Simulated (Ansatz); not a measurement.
Computed with Ansatz on PBE0-D4/def2-TZVP structures; ΔE is electronic, products minus reactants. CBS: MP2 limit from def2 TZ/QZ plus the TZ coupled-cluster correction, frozen cores. DFT in def2-TZVPP. def2 core potentials past Kr. For Sb outer-core shells are correlated without core-valence functions, which leaves a few kJ/mol of doubt a bond. One conformer a species, not always the lowest.

Reaction (ligand exchange at the Sb–S bond): `Cl[SiH2][S][SbH2]` + `O[SiH3]` → `[SiH3][O][SbH2]` + `S[SiH2]Cl`

```csv
level,ΔE (kJ/mol),difference from CCSD(T)/CBS
revPBE-D4,54.0,4.5
r2SCAN0-D4,52.1,2.6
ωB97X-V,41.4,-8.1
BLYP,37.3,-12.2
PBE0,52.5,3.0
LC-ωPBE,42.2,-7.3
HF/def2-TZVPP,33.9,-15.6
SCS-MP2/def2-TZVPP,44.2,-5.3
CCSD(T)/def2-TZVPP,44.8,-4.7
SCS-MP2/def2-QZVPP,45.8,-3.7
CCSD(T)/CBS,49.5,0
```

Largest T1 diagnostic among the species: 0.014.

In def2-TZVPP, CCSD(T) changes the Hartree–Fock value by +10.9 kJ/mol (the triples alone add +2.5 kJ/mol) and MP2 by +19.2 kJ/mol. The D4 term adds +6.7 kJ/mol with B3LYP and +3.6 kJ/mol with PBE0; it sums over pairs of atoms, weighted by their polarisabilities, and B3LYP, whose exchange is more repulsive, gets the larger term. From r2SCAN to r2SCAN0 (25 % exact exchange), in def2-TZVPP and without D4, ΔE moves by +3.5 kJ/mol.

CCSD(T)/CBS has its own doubt, a few kJ/mol and more with outer-core shells, so smaller differences from it don't rank the levels.

B3LYP here is the variant with VWN-RPA as its local correlation; programs differ in this.
